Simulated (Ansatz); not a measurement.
Consider the ligand exchange at the Si–N bond: `FCN[SiH3]` + `C[O][AlH][SH]` → `C[O][AlH][S][SiH3]` + `NCF`.

Gas-phase electronic energies from Ansatz, PBE0-D4/def2-TZVP geometries. CCSD(T)/CBS is the MP2 limit (def2-TZVPP, def2-QZVPP) plus CCSD(T) − MP2 in def2-TZVPP, frozen cores. DFT in def2-TZVPP. One conformer a species, not always the lowest.

`FCN[SiH3]`:

Cartesian coordinates in Å:
```
F 0.617 -1.909 -0.780
C -0.314 -1.329 0.094
N -0.616 0.002 -0.237
Si 0.442 1.331 0.107
H -1.203 -1.962 0.048
H 0.134 -1.379 1.090
H -1.255 0.091 -1.013
H -0.370 2.573 0.053
H 0.979 1.099 1.472
H 1.585 1.485 -0.833
```

`C[O][AlH][SH]`:

Z-matrix (Å, degrees):
```
C
O 1 1.394
H 1 1.098 2 112.7
H 1 1.095 2 110.2 3 120.5
H 1 1.095 2 110.1 3 -120.5
Al 2 1.679 1 138.3 3 -1.4
S 6 2.185 2 120.8 1 -0.1
H 6 1.569 2 118.9 1 179.9
H 7 1.345 6 93.5 2 -0.1
```

`C[O][AlH][S][SiH3]`:

```xyz
12

C    -0.018    1.881   -0.086
O    -1.041    1.104    0.449
Al   -1.716   -0.381    0.787
S    -0.759   -2.294    0.337
Si    1.126   -1.651   -0.427
H    -0.396    2.884   -0.307
H     0.378    1.455   -1.014
H     0.811    1.978    0.623
H    -3.128   -0.414    1.470
H     1.805   -0.716    0.506
H     1.958   -2.867   -0.592
H     0.981   -0.980   -1.745
```

`NCF`:

```xyz
7

N     0.298   -0.236   -0.808
C    -0.145    0.377    0.372
F    -0.487   -0.532    1.388
H     1.144   -0.773   -0.677
H    -0.410   -0.815   -1.238
H     0.642    1.012    0.786
H    -1.043    0.966    0.178
```

CCSD(T)/CBS gives -0.22 eV.

Q: Another level gave -0.19 eV. Which?
A. HF/def2-TZVPP
B. PBE0-D4/def2-TZVPP
C. r2SCAN/def2-TZVPP
D. CCSD(T)/def2-TZVPP

A: D. CCSD(T)/def2-TZVPP -0.19, PBE0-D4 -0.29, HF/def2-TZVPP -0.14, r2SCAN -0.25 eV.

Largest T1 diagnostic among the species: 0.012.

In def2-TZVPP, CCSD(T) changes the Hartree–Fock value by −0.05 eV (the triples alone add −0.02 eV) and MP2 by −0.08 eV. The D4 term adds −0.05 eV with B3LYP and −0.03 eV with PBE0; it sums over pairs of atoms, weighted by their polarisabilities, and B3LYP, whose exchange is more repulsive, gets the larger term.

B3LYP here is the variant with VWN-RPA as its local correlation; programs differ in this.
